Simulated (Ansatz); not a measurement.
`O=C=C[SiH3]` + `O[SiH3]` → `[SiH3]O[SiH3]` + `C=C=O` at 500 K and 1 bar (ligand exchange at the Si–C bond).

Computed with Ansatz on PBE0-D4/def2-TZVP structures; ΔE is electronic, products minus reactants. CCSD(T)/CBS adds triple-zeta CCSD(T) − MP2 to the extrapolated MP2 energy (def2 sets, frozen cores). This one scheme is used for every species.

| species | CCSD(T)/CBS energy (Eh) | H − E (kJ/mol) | S (J/(mol·K)) |
| --- | --- | --- | --- |
| `O=C=C[SiH3]` | -442.72816 | 163.7 | 355.9 |
| `O[SiH3]` | -366.69042 | 127.5 | 292.9 |
| `[SiH3]O[SiH3]` | -657.01000 | 183.5 | 385.7 |
| `C=C=O` | -152.43640 | 106.8 | 271.2 |

H − E and S are ideal-gas, rigid-rotor, harmonic terms from PBE0-D4/def2-TZVP. 1 Eh = 2625.50 kJ/mol, R = 8.31446 J/(mol·K).

Task: By hand: ΔE, ΔH, ΔS and ΔG.

Result: ΔE = (-657.01000) + (-152.43640) − (-442.72816) − (-366.69042) = -0.02782 Eh = -73.0 kJ/mol. Δ(H − E) = 183.5 + 106.8 − 163.7 − 127.5 = -0.9, so ΔH = -73.9 kJ/mol. ΔS = 385.7 + 271.2 − 355.9 − 292.9 = 8.1 J/(mol·K). ΔG = -73.9 − 500 × (8.1)/1000 = -78.0 kJ/mol.

Task: By hand: the equilibrium constant, and the temperature at which ΔG would vanish if ΔH and ΔS stayed fixed.

Result: log₁₀ K = −ΔG/(RT ln 10) = 8.1. ΔH and −TΔS have one sign here, so there is no such temperature.

The number of gas molecules stays the same, so ΔS is small and ΔH decides. A doubt of 5 kJ/mol in ΔE shifts log₁₀ K by 0.5 here. Modes under 60 cm⁻¹, often nearly free rotors, make the harmonic entropy too high. These are equilibria of isolated gas molecules and say nothing of rates. Largest T1 diagnostic: 0.016 (customary marks: 0.02 for closed shells, 0.045 for open ones).
